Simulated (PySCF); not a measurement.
CH3Te, SMILES C[Te], multiplicity 2.

Geometry: r2SCAN-D4/def2-TZVP. The isomer is the one that the SMILES or the coordinates give; other isomers of the formula were not compared. The def2 effective core potentials stand for the cores of Te; spin–orbit coupling is left out.

Level of theory: r2SCAN-D4/def2-TZVP run with PySCF 2.14.0.

Frequencies are harmonic and unscaled.

| mode | ν (cm⁻¹) | IR (km/mol) | moving atoms (share of kinetic energy) |
|---|---|---|---|
| 1 | 433 | 20.2 | H 84 %, C 16 % |
| 2 | 528 | 3.2 | C 75 %, H 14 %, Te 10 % |
| 3 | 774 | 4.1 | H 87 %, C 12 % |
| 4 | 1240 | 10.8 | H 86 %, C 14 % |
| 5 | 1356 | 3.3 | H 98 % |
| 6 | 1456 | 10.3 | H 94 % |
| 7 | 3057 | 6.7 | H 98 % |
| 8 | 3152 | 4.9 | H 91 %, C 9 % |
| 9 | 3160 | 0.6 | H 91 %, C 9 % |
